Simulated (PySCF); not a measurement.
# Potential energy of GaP⁺ along the bond

Set-up: basis Ga def2-TZVPPD, P def2-TZVPPD; no relativity; PySCF 2.14. Energies in eV from Ga⁺ + P in their ground configurations at the same level. State: ⁴Σ⁻ (quartet), unpaired electrons σ ↑, π ↑↑.

All columns are PBE0. A positive dipole points towards P; it is taken about the centre of mass and depends on that origin.

```json
{"R (Å)": "2.252", "E (eV)": "-0.385", "μ (D)": "0.20", "Mulliken charge on Ga (basis-dependent)": "0.74", "HOMO (eV)": "-13.10", "LUMO (eV)": "-9.68", "Mayer bond order": "1.06", "⟨S²⟩": "3.76"}
{"R (Å)": "2.357", "E (eV)": "-0.530", "μ (D)": "0.13", "Mulliken charge on Ga (basis-dependent)": "0.78", "HOMO (eV)": "-13.10", "LUMO (eV)": "-9.66", "Mayer bond order": "0.93", "⟨S²⟩": "3.76"}
{"R (Å)": "2.462", "E (eV)": "-0.601", "μ (D)": "0.04", "Mulliken charge on Ga (basis-dependent)": "0.81", "HOMO (eV)": "-13.09", "LUMO (eV)": "-9.60", "Mayer bond order": "0.81", "⟨S²⟩": "3.76"}
{"R (Å)": "2.540", "E (eV)": "-0.623", "μ (D)": "-0.06", "Mulliken charge on Ga (basis-dependent)": "0.82", "HOMO (eV)": "-13.08", "LUMO (eV)": "-9.53", "Mayer bond order": "0.72", "⟨S²⟩": "3.76"}
{"R (Å)": "2.619", "E (eV)": "-0.628", "μ (D)": "-0.17", "Mulliken charge on Ga (basis-dependent)": "0.83", "HOMO (eV)": "-13.06", "LUMO (eV)": "-9.46", "Mayer bond order": "0.65", "⟨S²⟩": "3.76"}
{"R (Å)": "2.698", "E (eV)": "-0.621", "μ (D)": "-0.31", "Mulliken charge on Ga (basis-dependent)": "0.83", "HOMO (eV)": "-13.03", "LUMO (eV)": "-9.37", "Mayer bond order": "0.58", "⟨S²⟩": "3.76"}
{"R (Å)": "2.802", "E (eV)": "-0.599", "μ (D)": "-0.52", "Mulliken charge on Ga (basis-dependent)": "0.84", "HOMO (eV)": "-12.98", "LUMO (eV)": "-9.24", "Mayer bond order": "0.51", "⟨S²⟩": "3.76"}
{"R (Å)": "2.933", "E (eV)": "-0.560", "μ (D)": "-0.82", "Mulliken charge on Ga (basis-dependent)": "0.84", "HOMO (eV)": "-12.81", "LUMO (eV)": "-9.07", "Mayer bond order": "0.43", "⟨S²⟩": "3.75"}
{"R (Å)": "3.090", "E (eV)": "-0.504", "μ (D)": "-1.22", "Mulliken charge on Ga (basis-dependent)": "0.85", "HOMO (eV)": "-12.57", "LUMO (eV)": "-8.86", "Mayer bond order": "0.37", "⟨S²⟩": "3.75"}
{"R (Å)": "3.300", "E (eV)": "-0.426", "μ (D)": "-1.80", "Mulliken charge on Ga (basis-dependent)": "0.86", "HOMO (eV)": "-12.26", "LUMO (eV)": "-8.59", "Mayer bond order": "0.31", "⟨S²⟩": "3.75"}
```

A fit through these points gives, at Re = 2.606 Å, μ = -0.15 D and dμ/dR = -1.55 D/Å; the reduced mass is 21.37 u.

Q: How strong is the fundamental in the double-harmonic approximation, I = 42.26·(dμ/dR)²/μred km/mol?

A: I = 42.26·(-1.55)²/21.37 = 4.75 km/mol at PBE0.

Spin–orbit coupling is left out. For an ion De counts to the pair picked by the measured ionisation energies or electron affinities, which need not be the lowest pair at this level. The state is the lowest determinant that a PBE0 search found; another state may lie lower at other levels.
